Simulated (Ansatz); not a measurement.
Ansatz (an electronic-structure program) input:
A basis named .json is the Basis Set Exchange file of that set.

Ansatz 0.2 input:
```yaml
crystal:
  periodic: [false, false, false]
  atoms:
    - {symbol: Al, position_ang: [-1.55651736, 0.05845365, -0.02667603]}
    - {symbol: Br, position_ang: [0.70857605, -0.02660995, 0.01214377]}
    - {symbol: H, position_ang: [-2.23057401, 1.47571790, -0.03586101]}
    - {symbol: H, position_ang: [-2.33486213, -1.30426694, -0.04238271]}
basis:
  gaussian:
    orbitals: def2-TZVPPD.json
    fitting: {mean_field: def2-universal-jkfit, correlation: def2-TZVPPD-RIFIT.json}
total_charge: 1
magnetization: {spin_polarized: true, initial_magnetization: 1}
correlation: {method: mp2, electrons: outside_noble_gas}
```

**Question.** Which total energy does the run end on?

**Answer.** -2815.40519 Eh (RI-MP2/def2-TZVPPD). The basis has 139 functions.

This state (charge 1, doublet) is run at the relaxed geometry of the species with charge 0 and multiplicity 1.
